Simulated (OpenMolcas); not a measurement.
# Cr3+: moving or changing the point charges

Cr3+ among 5 point charges of -1 e arranged as a trigonal bipyramid (D3h), 1.96 Å from the ion, with the axial distance 1.823 Å.
```
   1.9600    0.0000    0.0000  -1.00
  -0.9800    1.6974    0.0000  -1.00
  -0.9800   -1.6974    0.0000  -1.00
   0.0000    0.0000    1.8228  -1.00
   0.0000    0.0000   -1.8228  -1.00
```

```json
{"Program": "OpenMolcas", "Method": "CASSCF", "Basis": "ANO-RCC-VTZP [6s5p3d2f1g]", "Scalar Hamiltonian": "DKH2, point nucleus", "Active space": "3 electrons in 5 orbitals (3d)", "State averaging": "2S+1 = 4 even, 10 roots; 2S+1 = 2 even, 40 roots", "Spin-orbit coupling": "state interaction with AMFI integrals over the reference wave functions"}
```

Runs around this geometry, states (labels of D3, the rotations of D3h). Energies in cm-1 above the lowest state or level, χT in cm3 K/mol.

```tsv
R (Å)	q (e)	Axial / equatorial distance	Ground state	First state of that spin	First gap with spin-orbit (degeneracies)	χT at 300 K	First state of another spin
1.96	-0.65	0.93	4E	4E 878.5	145.6 (2, 2)	1.155	2E 18211
1.79	-1	0.93	4E	4E 1815	166.1 (2, 2)	1.256	2E 18565
1.96	-1	0.93	4E	4E 1193	157.0 (2, 2)	1.201	2E 18343
2.18	-1	0.93	4E	4E 694.7	140.6 (2, 2)	1.128	2E 18106
1.96	-1	1	4E	4E 1243	153.1 (2, 2)	1.199	2E 18391
```

Taking the first state of the same spin as R^-n, n = -ln(694.7 / 1815) / ln(2.18 / 1.79) = 4.9 between the shortest and longest distance.

Scaling the charges by -0.65 / -1 = 0.65 scales the first state of the same spin by 878.5 / 1193 = 0.74; with fixed orbitals a first-order splitting would follow the charge.

An orbital doublet at a regular site is open to a Jahn-Teller distortion, which this geometry leaves out. Without dynamic correlation the repulsion within the d shell is too large (B by tens of per cent), so at a given field states of lower spin stand too high. The ground term spreads over less than 5000 cm-1, several times less than with real ligands, so orbital moments are less quenched and χT lies further from the spin-only value than at real sites. Point charges carry no covalency, so the field is a model and not that of real ligands. An unlabelled pair can be two single states that coincide in this model. No measured value stands beside these numbers.
